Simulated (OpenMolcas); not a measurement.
Yb3+ in SrF2: curves along the breathing mode

Yb3+ with its 8 nearest fluoride ions, on the Sr site of SrF2 (a = 5.796 Å, distance in the model lattice 2.510 Å). The rest of the host is ab initio model potentials to 7.6 Å and point charges beyond; the distance is set by hand and nothing relaxes, and no local charge compensation is placed. Ligand basis ANO-RCC-VDZP.

```
Program             : OpenMolcas
Method              : CASSCF
Basis               : ANO-RCC-VDZP [7s6p4d2f1g]
Scalar Hamiltonian  : DKH2, point nucleus
Active space        : 13 electrons in 7 orbitals (4f)
State averaging     : 2S+1 = 2 odd, 7 roots
Spin-orbit coupling : RASSI with atomic mean-field integrals over the reference wave functions
```

Spin-free energies (labels of O, the rotations of Oh) in cm-1 above the lowest fitted minimum, as all ligands move together:

```csv
R (Å),2A2,2T2,2T1
2.214,50,860,830
2.266,930,1620,1600
2.318,4430,5010,5010
2.37,10160,10660,10670
2.422,17810,18250,18260
2.474,27140,27520,27530
2.527,38140,38470,38490
```

Cubic fits give the following; the wavenumber is harmonic, with the mass of all moving ligands, small differences in it between states hang on the degree of the fit, a number in brackets counts states of one label, and the table is a selection of at most 14 states with clean curves.

| State | R0 (Å) | Breathing mode (cm-1) | Minimum (cm-1) |
| --- | --- | --- | --- |
| 2A2 | 2.222 | 478 | 0 |
| 2T2 | 2.225 | 479 | 790 |
| 2T1 | 2.224 | 478 | 760 |

For an f ion spin-orbit coupling outweighs the ligand field, so these spin-free curves are not those of observable levels.

Without dynamic correlation the ligand-field splitting of an f shell can come out too small, at times by half. No measured value stands beside these numbers.
